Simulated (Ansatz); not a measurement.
A structure relaxed at PBE0-D4/def2-TZVP, charge 0, multiplicity 1:

```xyz
15

C     0.444   -0.190    2.125
C     0.281   -0.527    0.847
C    -0.494   -1.743    0.438
Si    1.010    0.556   -0.495
Si   -0.686    1.548   -1.773
H     0.018   -0.789    2.928
H     1.007    0.688    2.424
H    -0.873   -2.287    1.307
H     0.128   -2.427   -0.148
H    -1.345   -1.478   -0.197
H     1.857   -0.263   -1.410
H     1.857    1.613    0.124
H    -1.521    2.441   -0.924
H    -1.570    0.504   -2.360
H    -0.113    2.352   -2.887
```

(1) Give its formula and SMILES.

(2) Point group (tolerance 0.08 Å, 0.16 Å for H)?

(3) Summarise the bond lengths by kind.

## Answers

(1) C3H10Si2, `C=C(C)[SiH2][SiH3]`.

(2) C1.

(3) 2 × C–C 1.332 to 1.499 Å; 5 × C–H 1.085 to 1.095 Å; 1 × C–Si 1.872 Å; 1 × Si–Si 2.343 Å; 5 × H–Si 1.488 to 1.492 Å.

All numbers were calculated with Ansatz.
